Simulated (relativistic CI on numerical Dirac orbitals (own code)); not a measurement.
# Forbidden transitions in Hg XXXV

Method of calculation: Dirac-Coulomb-Breit CI, KLI orbitals optimised for each configuration, model QED, unscaled Slater integrals (own radial code, finite nucleus).

Configurations in the expansion (outside the closed core [Ar] 3d10): 4s2.4p6.4d10, 4s2.4p6.4d9.4f, 4s2.4p5.4d10.4f, 4s.4p6.4d10.4f, 4s2.4p6.4d9.5s, 4s2.4p6.4d9.5p, 4s2.4p6.4d9.5d, 4s2.4p5.4d10.5s, 4s2.4p6.4d9.5f, 4s2.4p5.4d10.5p, 4s2.4p6.4d9.5g, 4s2.4p6.4d9.6s, 4s2.4p5.4d10.5d, 4s2.4p6.4d9.6p, 4s.4p6.4d10.5s, 4s2.4p6.4d9.6d, 4s.4p6.4d10.5p, 4p6.4d10.4f2, 4p6.4d9.4f3, 4p5.4d10.4f3, 4p6.4d9.4f2.5s, 4p6.4d9.4f2.5p, 4p6.4d9.4f2.5d. Double excitations out of closed p, d and f shells are left out; levels of such configurations are missing from the list, as are those of other unlisted configurations, and high levels can miss mixing partners. These lack a partner that the ground configuration has and come out too high: 4s2.4p5.4d10.5s, 4s2.4p6.4d9.5f, 4s2.4p5.4d10.5p, 4s2.4p6.4d9.5g, 4s2.4p6.4d9.6s.

| λ vac (Å) | Lower | Upper | Type | A (s⁻¹) | gf | Branching (%) |
| --- | --- | --- | --- | --- | --- | --- |
| 24.654 | 4s2.4p6.4d10 1S_0 [1] | 4s2.4p6.4d9.5s 3D_2 [33] | E2 | 3.90e+08 | 1.78e-04 | 83.7 |
| 25.949 | 4s2.4p6.4d10 1S_0 [1] | 4s2.4p6.4d9.5s 1D_2 [31] | E2 | 4.84e+08 | 2.44e-04 | 32.4 |
| 48.182 | 4s2.4p6.4d10 1S_0 [1] | 4s2.4p6.4d9.4f 3D°_2 [16] | M2 | 1.67e+04 | 2.91e-08 | 14.4 |
| 53.149 | 4s2.4p6.4d10 1S_0 [1] | 4s2.4p6.4d9.4f 1D°_2 [9] | M2 | 7.74e+04 | 1.64e-07 | 97.8 |
| 54.443 | 4s2.4p6.4d10 1S_0 [1] | 4s2.4p6.4d9.4f 3D°_2 [5] | M2 | 1.63e+04 | 3.62e-08 | 94.9 |
| 383.34 | 4s2.4p6.4d9.4f 3F°_3 [6] | 4s2.4p6.4d9.4f 1F°_3 [19] | M1 | 1.69e+04 | 2.61e-06 | 11.6 |
| 397.87 | 4s2.4p6.4d9.4f 3P°_1 [3] | 4s2.4p6.4d9.4f 1D°_2 [15] | M1 | 2.20e+04 | 2.61e-06 | 17.1 |
| 434.79 | 4s2.4p6.4d9.4f 3F°_3 [6] | 4s2.4p6.4d9.4f 3G°_3 [17] | M1 | 2.79e+04 | 5.54e-06 | 20.2 |
| 440.28 | 4s2.4p6.4d9.4f 3H°_6 [7] | 4s2.4p6.4d9.4f 1H°_5 [18] | M1 | 1.21e+05 | 3.87e-05 | 81.9 |
| 448.82 | 4s2.4p6.4d9.4f 3G°_4 [8] | 4s2.4p6.4d9.4f 3G°_3 [17] | M1 | 7.94e+04 | 1.68e-05 | 57.4 |
| 461.43 | 4s2.4p6.4d9.4f 3F°_4 [10] | 4s2.4p6.4d9.4f 3G°_4 [20] | M1 | 4.67e+04 | 1.34e-05 | 34.2 |
| 473.57 | 4s2.4p6.4d9.4f 3F°_4 [10] | 4s2.4p6.4d9.4f 1F°_3 [19] | M1 | 4.65e+04 | 1.09e-05 | 32.0 |
| 476.89 | 4s2.4p6.4d9.4f 3D°_2 [5] | 4s2.4p6.4d9.4f 1D°_2 [15] | M1 | 5.08e+04 | 8.65e-06 | 39.5 |
| 499.00 | 4s2.4p6.4d9.4f 3G°_5 [11] | 4s2.4p6.4d9.4f 3G°_4 [20] | M1 | 7.51e+04 | 2.52e-05 | 54.9 |
| 508.67 | 4s2.4p6.4d9.4f 3H°_5 [4] | 4s2.4p6.4d9.4f 3H°_4 [14] | M1 | 9.68e+04 | 3.38e-05 | 84.1 |
| 515.52 | 4s2.4p6.4d9.4f 1D°_2 [9] | 4s2.4p6.4d9.4f 3D°_2 [16] | M1 | 5.48e+04 | 1.09e-05 | 47.1 |
| 535.73 | 4s2.4p6.4d9.4f 3D°_3 [12] | 4s2.4p6.4d9.4f 1F°_3 [19] | M1 | 3.52e+04 | 1.06e-05 | 24.2 |
| 552.16 | 4s2.4p6.4d9.4f 3F°_3 [6] | 4s2.4p6.4d9.4f 1D°_2 [15] | M1 | 4.72e+04 | 1.08e-05 | 36.8 |
| 601.28 | 4s2.4p6.4d9.4f 3G°_5 [11] | 4s2.4p6.4d9.4f 1H°_5 [18] | M1 | 1.95e+04 | 1.16e-05 | 13.2 |
| 624.10 | 4s2.4p6.4d9.4f 3G°_4 [8] | 4s2.4p6.4d9.4f 3H°_4 [14] | M1 | 1.55e+04 | 8.15e-06 | 13.5 |

Terms are leading LS components. Brackets give the number of a level in order of energy, since labels repeat. The list gives strong lines, with weight on those to low levels, among the lowest 190 of 2650 levels, so that lines to higher ones, which can be the strongest, are missing. Levels whose partners in the same complex of configurations lie outside the list can be far off, and so can their lines. Rates are taken at the computed energies, electric ones in the length gauge.

At this charge energies of transitions that change n are usually good to better than 1 %, and those within a shell (Δn = 0) to a few per cent.

LS names give the leading component of a level, which can be under half, so a name can repeat, a term be missing and a line seem to break the LS rules.
